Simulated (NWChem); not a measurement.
# C₃H₃F₃; SMILES C=C(F)C(F)F

```xyz
9

C     -1.3135    -1.1953    -0.3927
C     -0.1422    -0.7427     0.0308
F      0.9079    -1.5356     0.2328
C      0.1929     0.6837     0.3598
F     -0.8916     1.4639     0.2068
F      1.1625     1.1274    -0.4674
H     -2.1376    -0.4974    -0.5349
H     -1.4576    -2.2566    -0.6007
H      0.5621     0.7789     1.3976
```
Atoms are numbered in this order, from 1.

Computed with NWChem. Structure relaxed at the PBE0/def2-SVP level. Ions are spin-unrestricted doublets at the neutral geometry; other ion states weren't tried. Functional: LC-ωPBE (HJS hole) with def2-SVP; rows give the range parameter ω in 1/bohr.

### Question
At which range parameter does −ε(HOMO) equal the ΔSCF ionisation energy (optimal tuning)?

### Answer
about 0.38 per bohr, by linear interpolation in these runs:
```json
[
 {"range parameter (1/bohr)": "0.10", "vertical ionisation energy, ΔSCF (eV)": "10.44", "−ε(HOMO) (eV)": "8.17", "ΔSCF minus −ε(HOMO) (eV)": "2.27"},
 {"range parameter (1/bohr)": "0.20", "vertical ionisation energy, ΔSCF (eV)": "10.53", "−ε(HOMO) (eV)": "9.37", "ΔSCF minus −ε(HOMO) (eV)": "1.16"},
 {"range parameter (1/bohr)": "0.30", "vertical ionisation energy, ΔSCF (eV)": "10.62", "−ε(HOMO) (eV)": "10.23", "ΔSCF minus −ε(HOMO) (eV)": "0.39"},
 {"range parameter (1/bohr)": "0.40", "vertical ionisation energy, ΔSCF (eV)": "10.70", "−ε(HOMO) (eV)": "10.82", "ΔSCF minus −ε(HOMO) (eV)": "-0.12"},
 {"range parameter (1/bohr)": "0.80", "vertical ionisation energy, ΔSCF (eV)": "10.82", "−ε(HOMO) (eV)": "11.80", "ΔSCF minus −ε(HOMO) (eV)": "-0.98"}
]
```
